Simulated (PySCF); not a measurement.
# W (tungsten, neutral) across methods

[Xe] 4f14 5d4 6s2, high-spin 5D determinant. All numbers are calculated (PySCF 2.14, a scalar-relativistic core potential, in aug-cc-pVQZ-PP with ECP60MDF).

| method | E (hartree) | mean ε 6s α (eV) | mean ε 5d α (eV) | mean ε 6s β (eV) | Σ⟨r²⟩ (bohr²) | ⟨S²⟩ |
| --- | --- | --- | --- | --- | --- | --- |
| PBE0 | -67.2692 | -6.813 | -6.704 | -5.318 | 57.62 | 6.012 |
| r2SCAN | -67.3086 | -6.449 | -5.804 | -4.782 | 57.79 | 6.028 |
| BHandHLYP | -67.1704 | -7.198 | -7.785 | -5.997 | 57.92 | 6.010 |
| PBE | -67.3085 | -6.113 | -5.376 | -4.722 | 57.72 | 6.009 |
| TPSSh | -67.2620 | -6.429 | -5.933 | -4.879 | 57.70 | 6.012 |
| UHF | -66.68137 | -8.306 | -10.362 | -6.075 | 59.81 | 6.038 |
| MN15 | -67.2038 | -7.590 | -7.144 | -6.295 | 57.56 | 6.007 |
| LDA | -67.1343 | -6.328 | -5.431 | -5.028 | 57.71 | 6.008 |

Energies and moments cover only the electrons outside the core potential. Spin-orbit coupling, absent here, splits the open shell strongly.
